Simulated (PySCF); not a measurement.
Precursor series metal swap MX4 NH2. Isolated molecules, 0 K electronic values unless said otherwise. One relaxed conformer stands for each flexible species; it need not be the lowest.

Calculation: PySCF with PBE-D3(BJ)/def2-TZVP // BP86-D3(BJ)/def2-SVP. All candidates: neutral, multiplicity 1. 

The LUMO comes out as -0.85 eV, the HOMO is -5.34 eV and the HOMO–LUMO gap is 4.49 eV.

Task: Identify which member has these values.
(A) [V(=O)(NH2)3]
(B) [Zr(NH2)4]
(C) [W(=O)(NH2)4]
(D) [Mo(=O)(NH2)4]

Result: B, [Zr(NH2)4]. The others give [Mo(=O)(NH2)4]: -2.85 eV, -5.45 eV, 2.60 eV; [V(=O)(NH2)3]: -2.30 eV, -5.16 eV, 2.86 eV; [W(=O)(NH2)4]: -2.31 eV, -5.43 eV, 3.12 eV
